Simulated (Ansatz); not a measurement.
Geometry optimisation, RHF/def2-SVP in Ansatz 0.2.0.

Input file:

```yaml
crystal:
  periodic: [false, false, false]
  atoms:
    - { symbol: Al, position_ang: [0.076464, -0.657746, -0.402657] }
    - { symbol: H, position_ang: [-0.100611, 0.17855, 2.222733] }
    - { symbol: Cl, position_ang: [1.864657, 0.335772, -0.833479] }
    - { symbol: Cl, position_ang: [-1.741659, 0.095069, -1.109249] }
    - { symbol: "N", position_ang: [0.099498, -2.233124, 0.565419] }
    - { symbol: H, position_ang: [-0.699681, -2.830609, 0.655431] }
    - { symbol: H, position_ang: [0.939299, -2.72216, 0.81059] }
    - { symbol: H, position_ang: [-0.069968, -0.511852, 2.043911] }
basis:
  gaussian: { orbitals: def2-SVP }
hamiltonian:
  xc: hf
relax:
  f_tol: 0.03
  max_steps: 50
```

Launched with:

```bash
$ ansatz run input.yaml --threads 1 --pin off --max-ram 2048MiB --backend cpu --events-out ev --progress --plain --runs-dir out
```

**Question.** Where does it end, and by what steps?

**Answer.** It converged. After 5 steps the energy has fallen by 0.289 eV; H8 moved furthest, 0.61 Å.

| step | energy less start (eV) | largest force component (eV/Å) | accepted |
| --- | --- | --- | --- |
| 0 | 0.0000 | 1.826 | yes |
| 1 | -0.2128 | 1.136 | yes |
| 2 | -0.2666 | 0.564 | yes |
| 3 | -0.2857 | 0.164 | yes |
| 4 | -0.2853 | 0.226 | no |
| 5 | -0.2894 | 0.011 | yes |

```xyz
8
Properties=species:S:1:pos:R:3
Al 0.094 -0.812 -0.529
H -0.157 0.535 2.582
Cl 1.876 0.217 -0.919
Cl -1.725 0.005 -1.169
N 0.128 -2.354 0.297
H -0.679 -2.912 0.502
H 0.959 -2.814 0.617
H -0.130 -0.211 2.572
```

The run took 9.9 s on 1 thread of Arm Neoverse V2, on a shared host, peak memory 0.16 GiB.
